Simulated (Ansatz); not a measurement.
Cartesian coordinates in Å:
```
N -1.275 1.225 -0.285
Ge -1.555 -0.462 0.403
O -0.033 -0.986 1.123
Ge 1.574 -0.359 0.654
N 1.780 -0.116 -1.143
H -1.816 1.435 -1.112
H -1.380 1.985 0.372
H -1.936 -1.357 -0.790
H -2.591 -0.519 1.540
H 1.767 1.001 1.342
H 2.564 -1.432 1.124
H 1.786 -0.959 -1.698
H 1.116 0.543 -1.528
```

Total charge 0; spin multiplicity 1.

**Question.** List the r2SCAN/def2-TZVPP orbital energies in eV (Ansatz). (Best estimate.)

**Answer.** Computed: Occupied: -10834.50, -10834.26, -1349.52, -1349.28, -1199.58, -1199.57, -1199.57, -1199.34, -1199.33, -1199.33, -515.08, -385.07, -384.66, -167.80, -167.56, -117.51, -117.49, -117.47, -117.28, -117.24, -117.22, -30.98, -30.83, -30.77, -30.73, -30.72, -30.66, -30.59, -30.53, -30.47, -30.47, -24.44, -22.11, -21.72, -14.44, -13.22, -12.46, -12.10, -10.41, -9.91, -9.43, -8.82, -8.68, -7.83, -6.91, -6.70, -6.11. Lowest empty: 0.06, 0.21, 0.79, 1.06, 1.37, 1.86, 2.27, 2.53.
